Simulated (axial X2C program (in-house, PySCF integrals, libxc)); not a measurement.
Working with the constants of SnTe⁺

A bond curve at the PBE0 level, with spin–orbit coupling, was computed with an in-house all-electron X2C program for linear molecules (integrals from PySCF) (basis Te dyall-cv3z [11s12p8d4f1g], Sn dyall-cv3z [11s12p9d4f1g] (cores contracted in-house)) for the state Ω = 3/2 (⟨Sz⟩ = 0.50, ⟨Lz⟩ = 1.00 at PBE0). Its fit gives Re = 2.6855 Å, ωe = 211.9 cm⁻¹, ωexe = 0.403 cm⁻¹ and αe = 8.961e-05 cm⁻¹; the masses are 129.9062 and 119.9022 u. Two-component means X2C with spin–orbit coupling and atomic mean-field Coulomb and Gaunt terms.

(1) Find the reduced mass, Be and the force constant.

(2) Where do the fundamental and the first overtone lie?

(3) Estimate the centrifugal constant by the Kratzer relation.

(4) A Morse curve ties αe to the other constants (Pekeris). How well does that hold?

The state is one determinant whose occupation by symmetry is held fixed; it was picked as the lowest of a PBE0 search that is not exhaustive. Density functionals use the spin component along the axis (collinear). The functionals have no current-density term, which raises determinants with orbital currents, atoms included.

Results:

(1) From the PBE0 values: μ = 62.3519 u. Be = 16.8576/(μ Re²) = 0.03749 cm⁻¹. k = 5.8918×10⁻⁷ μ ωe² = 1.65 mdyn/Å.

(2) ν(1←0) = ωe − 2ωexe = 211.1 cm⁻¹; ν(2←0) = 2ωe − 6ωexe = 421.4 cm⁻¹.

(3) D = 4Be³/ωe² = 4.69e-09 cm⁻¹.

(4) αe(Morse) = 6Be²/ωe × (√(ωexe/Be) − 1) = 9.068e-05 cm⁻¹; the PBE0 curve gives 8.961e-05 cm⁻¹, a ratio of 1.01.
